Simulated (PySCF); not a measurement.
The same gas-phase reaction for Si, Ge, Sn:
- SiBr2 + 2 H2 → SiH2 + 2 HBr
- GeBr2 + 2 H2 → GeH2 + 2 HBr
- SnBr2 + 2 H2 → SnH2 + 2 HBr

Computed with PySCF (xtb for GFN2) and rigid-rotor harmonic-oscillator thermochemistry at 1 bar. † marks an energy on the PBE0/def2-TZVP geometry and frequencies; other levels use their own. MP2 and CCSD(T) freeze the core. All species are closed-shell singlets. Sn: scalar-relativistic def2 core potential, no spin-orbit coupling. Br, Ge: all electrons, no relativistic terms. GeH2, SnH2: computed as isolated molecules; such fragments, hydroxides, amides, oligomers or adducts are transient or little studied in the gas. MP2 isn't extrapolated to the basis-set limit. CCSD(T) isn't extrapolated to the basis-set limit.

ΔH°(298 K) in kJ, by level:

```tsv
level	Si	Ge	Sn
ωB97M-V/def2-TZVP†	246.3	…	280.2
PBE0/def2-SVP†	224.3	229.1	263.3
PBE/def2-TZVP†	258.1	…	293.2
MP2/def2-TZVPP†	252.2	…	296.0
GFN2-xTB	161.9	…	286.1
LDA/def2-TZVP†	258.3	…	281.2
CCSD(T)/def2-SVP†	199.3	…	246.2
```

Q: Complete the blanks.

A: 
- ωB97M-V/def2-TZVP†, Ge: 244.5
- PBE/def2-TZVP†, Ge: 262.4
- MP2/def2-TZVPP†, Ge: 254.4
- GFN2-xTB, Ge: 269.8
- LDA/def2-TZVP†, Ge: 255.8
- CCSD(T)/def2-SVP†, Ge: 204.6
